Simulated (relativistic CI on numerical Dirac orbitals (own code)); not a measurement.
**What each ingredient does to the levels of Pt⁺**

Base calculation: Dirac-Coulomb-Breit CI, orbitals from a KLI potential per configuration, model QED (radiative potential, 1s self-energy scaled to tabulated hydrogen-like ionisation energies), valence Slater integrals scaled by 0.85, P86 correlation energy added to each configuration.

Configurations in the expansion (outside the closed core [Xe] 4f14): 5d9, 5d8.6s, 5d8.6p, 5d7.6s.6p, 5d8.7s, 5d8.6d, 5d8.7p, 5d8.5f, 5d8.7d, 5d8.6f, 5d8.5g, 5d8.7f, 5d8.6g, 5d7.6s2, 5d6.6s2.6p, 5d6.6s2.7s, 5d6.6s2.6d, 5d6.6s2.7p, 5d6.5f.6s2. Double excitations out of closed p, d and f shells are left out; levels of such configurations are missing from the list, as are those of other unlisted configurations, and high levels can miss mixing partners.

Variants: (1) self-excluded LDA correlation estimate; (2) Slater integrals left unscaled; (3) Breit term removed; (4) only the first 3 configurations. Shifts of the energy above 5d9 2D_5/2, in cm⁻¹, for the lowest level and the first level of each name with at least 55 % of one term (blank where a level changes its place among those of its configuration and J or its character, or is not in the variant):

```
          Level     Base    Δ(1)     Δ(2)    Δ(3)     Δ(4)
     5d9 2D_5/2      0.0     0.0      0.0     0.0      0.0
  5d8.6s 4F_9/2   6545.3  +172.1   -933.8  -214.4  -1192.8
     5d9 2D_3/2   8161.8   +32.0   -178.6  +157.4   +107.8
  5d8.6s 4F_7/2  11323.6  +175.5   -604.3  -139.7  -1024.8
  5d8.6s 4F_5/2  15596.8  +165.9   -180.6  -105.3  -1048.0
  5d8.6s 2F_7/2  20491.0  +186.8   +473.5   -30.1   -326.3
  5d8.6s 4P_1/2  24784.0  +173.7  +1290.9   -83.0  -1143.8
  5d8.6s 2G_9/2  29913.2  +249.4  +4039.6  -157.4   +670.8
  5d8.6s 2P_1/2  31284.9  +224.8  +1131.9   -29.4  +3618.5
  5d8.6s 2G_7/2  31385.1  +187.7  +1667.8   +27.8   -100.1
 5d7.6s2 4F_9/2  33927.3  +399.2  -3804.6  -377.5         
 5d7.6s2 4F_7/2  41291.2  +462.6  -1516.4  -301.6         
 5d7.6s2 4F_5/2  43504.7  +455.9   -773.5  -368.2         
 5d7.6s2 4F_3/2  45101.5  +444.9   -391.0  -366.0         
 5d7.6s2 4P_5/2  49461.8  +464.8   +191.0  -338.8         
 5d7.6s2 4P_3/2  49690.5  +435.2  +1117.3  -327.0         
 5d8.6p 4D°_7/2  49770.0  +581.8  -2214.7  -286.6  +2088.3
 5d7.6s2 2G_9/2  50509.5  +453.6   +708.9  -343.3         
 5d7.6s2 4P_1/2  53516.2  +386.0  +1304.0  -213.4         
5d7.6s2 2H_11/2  55386.5  +463.3  +1051.4  -298.9         
  5d8.6s 2S_1/2  56719.6  +260.8  +4458.8   +99.2   -889.3
 5d7.6s2 2G_7/2  57150.2  +453.7   +996.9  -215.6
```

Correlation outside the listed configurations is missing or only estimated: errors of thousands of cm⁻¹ between configurations and terms are usual at this charge. Rates and lifetimes follow the computed energies and can be off by large factors. The fine structure of a lone outer electron comes out too small, for d and f at times inverted, and misplaced configurations move strength between like terms.

Ionisation energy from the two ground configurations alone: base 17.85 eV; self-excluded LDA correlation estimate 18.07 eV; Slater integrals left unscaled 17.71 eV; Breit term removed 17.83 eV. The NIST ASD value (measured) is 18.56 eV. The gap of more than 2 % comes from missing correlation.

LS names give the leading component of a level, which can be under half, so a name can repeat, a term be missing and a line seem to break the LS rules.
